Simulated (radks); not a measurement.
The numbers below are computed, except where a source is named.
Q: Valence configurations of Cr II (all share [Ar]). Code: a radial shooting solver on a logarithmic mesh with Libxc functionals. Model: scalar-relativistic Kohn-Sham, PBE, spin-polarised, spherical densities, finite nucleus; open shells are filled with parallel spins first; Fermi nuclear charge, rms radius 3.6452 fm. Order these by energy: 3d2 4p3; 3d3 4p2; 3d5; 3d4.5 4s0.5; 3d3 4s1.5 4p0.5; 3d3 4s2; 3d3.5 4s1.5; 3d4 4s1; 3d4 4p1.

A: From the lowest, in eV above it: 3d5 0.000; 3d4.5 4s0.5 0.515; 3d4 4s1 1.643; 3d3.5 4s1.5 4.466; 3d4 4p1 6.261; 3d3 4s2 7.836; 3d3 4s1.5 4p0.5 9.744; 3d3 4p2 16.415; 3d2 4p3 31.220. NIST lists [Ar] 3d5 as the ground configuration; this level of theory agrees among the configurations tried. The energies are those of spherical high-spin densities, not of single terms.
